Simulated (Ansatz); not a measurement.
Abridged output of a molecular run in Ansatz:

```
Functional definition: HF
2682 factors; integrals over basis functions are off by at most 1.2e-3 eV
mean field evaluation 1: about -13106.8459 eV, gradient 5.1e1 eV
mean field evaluation 2: about -13107.2398 eV, gradient 5.1e1 eV
mean field evaluation 4: about -13113.7375 eV, gradient 6.5e0 eV
mean field evaluation 8: about -13113.8655 eV, gradient 3.2e-1 eV
mean field evaluation 16: about -13113.8660 eV, gradient 1.6e-6 eV
mean field -13113.86599182 eV, -481.9256863019 hartree, gradient 1.6e-6 eV, S^2 0.000000; 0 other end points of the search recorded, 0 dependent functions left out
10 core orbitals not correlated: weight in the atoms' cores, before any rotation towards them, 1.000 or more for the frozen orbitals, at most 0.000 for the correlated occupied ones
reference -13113.86599182 eV, -481.9256863019 hartree; 27, 27 occupied and 395, 395 virtual orbitals, 2682 factors
second order -40.07884676 eV of doubles, -0.00000000 eV of singles
cycle   1  -40.46455712 eV  change   -3.9e-1 eV  update   1.4e-1
cycle   2  -41.48351931 eV  change    -1.0e0 eV  update   4.0e-2
cycle   3  -41.68151740 eV  change   -2.0e-1 eV  update   2.1e-2
cycle   4  -41.66757590 eV  change    1.4e-2 eV  update   5.3e-3
cycle   5  -41.66480926 eV  change    2.8e-3 eV  update   3.1e-3
cycle   6  -41.66590993 eV  change   -1.1e-3 eV  update   1.1e-3
cycle   7  -41.66563086 eV  change    2.8e-4 eV  update   5.8e-4
cycle   8  -41.66552056 eV  change    1.1e-4 eV  update   1.8e-4
cycle   9  -41.66560935 eV  change   -8.9e-5 eV  update   7.0e-5
cycle  10  -41.66561004 eV  change   -7.0e-7 eV  update   2.6e-5
perturbative correction -1.58855262 eV, -0.0583782320 hartree
Total energy: -13157.12015449 eV, -483.5152474610 hartree
```

Its atoms:

Cartesian coordinates in Å:
```
C -1.0586 0.9276 1.9099
N 0.1749 0.1996 1.7563
C 1.3385 0.9911 2.0592
Sn 0.2672 -1.2963 0.4125
N -0.3845 -0.5431 -1.3547
C -0.8491 -1.4331 -2.3860
C 0.2846 0.6211 -1.8756
H -1.9202 0.2839 1.7151
H -1.1553 1.3039 2.9380
H -1.1382 1.7964 1.2359
H 1.3126 1.3292 3.1048
H 2.2526 0.4062 1.9295
H 1.4271 1.8948 1.4321
H 1.9080 -1.7980 0.4146
H -0.8590 -2.5190 0.7962
H -1.5636 -0.9169 -3.0429
H -1.3715 -2.2903 -1.9514
H -0.0435 -1.8226 -3.0322
H 1.1827 0.3862 -2.4729
H 0.5882 1.2867 -1.0625
H -0.3927 1.1924 -2.5259
```

Question: Which basis set was used?
A. def2-QZVPP
B. def2-SVPD
C. def2-SVP
D. def2-TZVPP

Answer: D. It gives 432 functions.

Question: Write the keys of the input that set method, charge and spin (a neutral closed shell needs none for the last two).

Answer: 
```yaml
correlation: {method: ccsd_t}
```
